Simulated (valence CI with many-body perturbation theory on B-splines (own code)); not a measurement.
## Hg LXVII: electric-dipole lines

Level of theory: configuration interaction combined with many-body perturbation theory (CI+MBPT): four valence electrons over a frozen Dirac-Fock core [Ne], a basis of 11 s, 11 p, 9 d, 7 f, 5 g, 2 h, 1 i functions for each j, with the one-electron correlation potential Σ1 (screened to all orders), the two-electron term Σ2, the three-electron term Σ3, Breit, model QED; selected single and double excitations, second order for the rest (own B-spline code, finite nucleus).

No measured spectrum was set against this ion. As an estimate, large intervals hold to a few tenths of a per cent, small ones and those within an open d or f shell to about a per cent.

Lines 51 to 100 of 277 in falling wavelength, among levels below 1701.2 eV, chosen from the strongest by gf and those to the six lowest levels. Wavelengths and rates use the calculated energies. Electric multipoles are in the length gauge, E1 and E2 with the static RPA response of the core. Weak lines are less certain than strong ones. Lines between different terms over intervals too small for the method are left out, as are lines whose strength nearly cancels. Where a level lies close to another of its J and parity, the split of strength between their lines is uncertain. The highest levels of a list are the least certain.

Levels are named by their leading jj configuration (3d3/2^4 stands for four electrons in 3d with j = 3/2), which in mixed levels can hold well under half, so a name can repeat and another be missing. Letters in brackets count levels of one name in rising energy.

```tsv
λ vac (Å)	Upper	Lower	A (s⁻¹)	log gf	Branch %
56.66	(3s 3p1/2 3d3/2^2) J=2	(3s 3p1/2 3p3/2 3d3/2) J=2 [b]	2.41e+10	-1.24	1.2
56.63	(3s 3p1/2 3p3/2 3d5/2) J=3 [c]	(3s^2 3p3/2 3d5/2) J=4	4.03e+10	-0.87	1.1
55.97	(3s 3p1/2^2 3p3/2) J=1	(3s^2 3p1/2 3p3/2) J=1	1.89e+10	-1.57	1.4
55.79	(3s 3p1/2 3p3/2 3d5/2) J=4 [c]	(3s^2 3p3/2 3d5/2) J=4	2.42e+10	-0.99	1.0
55.74	(3s 3p1/2 3p3/2 3d3/2) J=2 [d]	(3s^2 3p3/2 3d3/2) J=3	4.23e+10	-1.01	0.5
54.94	(3p1/2^2 3p3/2 3d3/2) J=1	(3p1/2^2 3p3/2^2) J=0	2.35e+10	-1.50	1.2
54.91	(3s 3p1/2 3p3/2^2) J=1 [b]	(3s^2 3p3/2^2) J=2	2.26e+10	-1.51	0.4
54.70	(3s 3p1/2^2 3d3/2) J=2	(3s 3p1/2^2 3p3/2) J=1	9.69e+09	-1.66	14.2
54.69	(3p1/2^2 3p3/2 3d3/2) J=2	(3s 3p1/2 3p3/2 3d3/2) J=3 [a]	5.18e+10	-0.93	9.2
54.61	(3s 3p1/2 3p3/2 3d3/2) J=2 [a]	(3s 3p1/2 3p3/2^2) J=2 [a]	1.74e+10	-1.41	3.3
54.27	(3s 3p1/2 3p3/2 3d3/2) J=2 [b]	(3s 3p1/2 3p3/2^2) J=2 [b]	2.69e+10	-1.23	1.1
54.19	(3p1/2^2 3p3/2 3d3/2) J=3	(3s 3p1/2 3p3/2 3d3/2) J=4	9.99e+10	-0.51	5.2
53.97	(3p1/2^2 3p3/2^2) J=2	(3s 3p1/2 3p3/2^2) J=3	8.36e+10	-0.74	3.7
53.24	(3s^2 3p1/2 3d3/2) J=2	(3s^2 3p1/2 3p3/2) J=2	1.28e+10	-1.57	97.5
53.22	(3p1/2^2 3p3/2 3d3/2) J=2	(3s 3p1/2 3p3/2 3d3/2) J=1 [a]	1.43e+10	-1.52	2.5
51.60	(3p1/2^2 3p3/2 3d3/2) J=3	(3p1/2^2 3p3/2^2) J=2	1.05e+10	-1.53	0.5
51.52	(3p1/2^2 3p3/2 3d3/2) J=1	(3p1/2^2 3p3/2^2) J=2	9.33e+10	-0.95	4.8
51.07	(3p1/2^2 3p3/2 3d3/2) J=2	(3s 3p1/2 3p3/2 3d3/2) J=2 [a]	1.39e+10	-1.57	2.5
51.03	(3s^2 3p1/2 3d3/2) J=2	(3s^2 3p1/2 3p3/2) J=1	3.23e+08	-3.20	2.5
50.52	(3s 3p1/2 3d3/2^2) J=2	(3p1/2^2 3p3/2^2) J=2	1.66e+10	-1.50	0.8
50.03	(3s 3p1/2^2 3d3/2) J=1	(3s 3p1/2^2 3p3/2) J=2	7.03e+09	-2.10	9.9
50.01	(3p1/2^2 3p3/2 3d3/2) J=0	(3s 3p1/2 3p3/2 3d3/2) J=1 [a]	7.43e+10	-1.56	6.2
48.99	(3s 3p1/2 3d3/2^2) J=2	(3s 3p1/2 3p3/2 3d3/2) J=3 [a]	1.54e+10	-1.56	0.8
48.42	(3s 3p1/2^2 3d3/2) J=2	(3s 3p1/2^2 3p3/2) J=2	1.47e+10	-1.59	21.5
43.81	(3s^2 3p1/2 3d3/2) J=1	(3s^2 3p1/2 3p3/2) J=2	7.70e+09	-2.18	0.1
43.41	(3s^2 3p3/2^2) J=2	(3s^2 3p1/2 3d3/2) J=2	2.32e+08	-3.48	6.0
42.30	(3s^2 3p1/2 3d3/2) J=1	(3s^2 3p1/2 3p3/2) J=1	3.00e+09	-2.62	0.0
40.38	(3s^2 3p3/2^2) J=2	(3s 3p1/2^2 3p3/2) J=1	1.10e+09	-2.87	28.4
37.63	(3s^2 3p3/2^2) J=0	(3s 3p1/2^2 3p3/2) J=1	1.49e+09	-3.50	49.0
37.54	(3s 3p1/2^2 3d5/2) J=3	(3s^2 3p1/2 3d3/2) J=2	1.14e+09	-2.77	0.3
37.13	(3s 3p1/2 3p3/2 3d5/2) J=1 [a]	(3s 3p1/2 3p3/2^2) J=1 [b]	4.83e+10	-1.52	6.2
36.85	(3s^2 3p3/2^2) J=2	(3s 3p1/2^2 3p3/2) J=2	1.01e+09	-2.99	26.2
35.86	(3s 3p1/2^2 3d5/2) J=2	(3s^2 3p1/2 3d3/2) J=2	3.82e+08	-3.43	0.1
34.89	(3s 3p1/2 3p3/2 3d5/2) J=2 [b]	(3s 3p1/2 3p3/2^2) J=2 [b]	1.03e+11	-1.03	4.9
34.89	(3s 3p1/2 3p3/2 3d5/2) J=1 [b]	(3s 3p1/2 3p3/2^2) J=1 [b]	6.96e+10	-1.42	4.4
34.13	(3s 3p1/2 3p3/2 3d5/2) J=3 [c]	(3s 3p1/2 3p3/2^2) J=2 [b]	3.02e+10	-1.43	0.9
34.09	(3s 3p1/2 3p3/2 3d5/2) J=1 [a]	(3s 3p1/2 3p3/2^2) J=0	1.00e+11	-1.28	12.8
33.77	(3s 3p1/2^2 3d5/2) J=2	(3s 3p1/2^2 3p3/2) J=1	2.63e+11	-0.65	64.6
33.73	(3s^2 3p3/2 3d5/2) J=2	(3s^2 3p3/2^2) J=2	2.65e+11	-0.65	87.3
33.62	(3s 3p1/2 3p3/2 3d5/2) J=1 [c]	(3s 3p1/2 3p3/2^2) J=1 [b]	9.68e+10	-1.31	6.7
33.57	(3s 3p1/2 3p3/2 3d5/2) J=1 [b]	(3s 3p1/2 3p3/2^2) J=2 [b]	5.73e+10	-1.54	3.7
33.56	(3s^2 3d3/2 3d5/2) J=3	(3s^2 3p3/2 3d3/2) J=2	3.41e+11	-0.39	4.4
33.37	(3s^2 3p1/2 3d5/2) J=2	(3s^2 3p1/2 3p3/2) J=2	6.18e+10	-1.29	12.6
33.29	(3s 3p1/2 3p3/2 3d5/2) J=0	(3s 3p1/2 3p3/2^2) J=1 [b]	5.07e+11	-1.07	23.3
33.23	(3s 3p1/2 3p3/2 3d5/2) J=2 [a]	(3s 3p1/2 3p3/2^2) J=2 [a]	1.56e+11	-0.89	3.1
33.22	(3s^2 3p1/2 3d5/2) J=3	(3s^2 3p1/2 3p3/2) J=2	3.36e+11	-0.41	100.0
33.11	(3s^2 3d3/2^2) J=2	(3s 3p1/2 3p3/2^2) J=2 [a]	1.11e+11	-1.04	1.3
33.09	(3s 3p1/2 3p3/2 3d5/2) J=3 [b]	(3s 3p1/2 3p3/2^2) J=3	2.81e+11	-0.49	28.9
32.95	(3s^2 3d3/2 3d5/2) J=3	(3s^2 3p3/2 3d3/2) J=3	6.28e+10	-1.15	0.8
32.74	(3s 3p1/2 3p3/2 3d5/2) J=4 [b]	(3s 3p1/2 3p3/2^2) J=3	2.76e+11	-0.40	50.4
```
